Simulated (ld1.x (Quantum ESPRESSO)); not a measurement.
antimony: one change to a TM potential, before and after

ld1.x (Quantum ESPRESSO) 7.5 input, shortened:

```
&input
   title='Sb', zed=51., rel=1, dft='PBESOL', iswitch=3,
   config='[Kr] 4d10 5s2 5p3 5d-2'
 /
 &inputp
   pseudotype=2, tm=.true., lloc=1,
   nlcc=.false.
 /
3
5S  1  0   2.00   0.00  1.45  1.45  0.0
5D  3  2  -2.00   0.10  1.50  1.50  0.0
5P  2  1   3.00   0.00  1.90  1.90  0.0
 &test
   configts(1)='5s2 5p3'
 /
```

Change: core correction a·sin(br)/r model core inside 1.38 bohr.

Cutoffs: the cutoffs (Ry, on a coarse ladder) from which the occupation-weighted sum of valence levels, in a spherical-Bessel basis at the reference potential, stays within 10 and 1 mRy of its value at 400 Ry; they do not see the model core or the augmentation charge, which bear on the density cutoff. Errors are all-electron minus pseudo energies relative to the spin-unpolarised reference configuration.

Task: What does the change do?

Result: The potential gets neither clearly harder nor softer (35 Ry and 160 Ry → 35 Ry and 160 Ry); both files keep a bound ghost (s); the number of tests that count goes from 6 to 7; of the 6 tests that both files solve, the error grows in 0 and shrinks in 6 by more than 15 % and 0.3 meV (median size 211.8 → 22.6 meV). Exchange and correlation are not linear in the density, so unscreening with the valence charge alone errs where core and valence overlap; a model core restores that term. A model core, the more so a compact one, raises the density cutoff, which this test does not measure.

```tsv
quantity	base	changed
cutoff, loose	35 Ry	35 Ry
cutoff, tight	160 Ry	160 Ry
bound ghosts	s	s
tests counted (converged, no solver errors)	6 of 7	7 of 7
error for 5s2 5p2, meV [ΔE 8.34 eV]	+128	+12
error for 5s2 5p1, meV [ΔE 24.36 eV]	+598	+96
error for 5s2 5p0, meV [ΔE 48.80 eV]	+2271	+390
error for 5s2 5p2.5, meV [ΔE 3.27 eV]	+39	+1.6
error for 5s1 5p3, meV [ΔE 17.11 eV]	+295	+34
error for 5s2 5p3.3, meV [ΔE -1.16 eV]	+2.8	+0.7
s: phases at 2.04 bohr within 0.05 rad from the reference energy up to (Ry; the scan ends near 5)	-0.8	-0.8
p: phases at 2.04 bohr within 0.05 rad from the reference energy up to (Ry; the scan ends near 5)	3.0	3.0
d: phases at 2.04 bohr within 0.05 rad from the reference energy up to (Ry; the scan ends near 5)	1.7	1.7
```

Base: Tests not counted: 5s1 5p0 (solver errors, printed error +7.0 eV). These tests converged, but a pseudo level misses the all-electron one widely, so the file describes the atom poorly there or has found another state: 5s2 5p0: 5s by 3.5 eV. ld1.x printed “convergence not achieved” for 6 of the counted tests; their residual had stalled under 1e-8, short of the target of 1e-14. A true bound ghost makes a file unfit for plane-wave use even where its test errors are small: the radial tests pick states by their node count and pass the ghost by. Where a test does run into it, the solver fails or the error is huge.
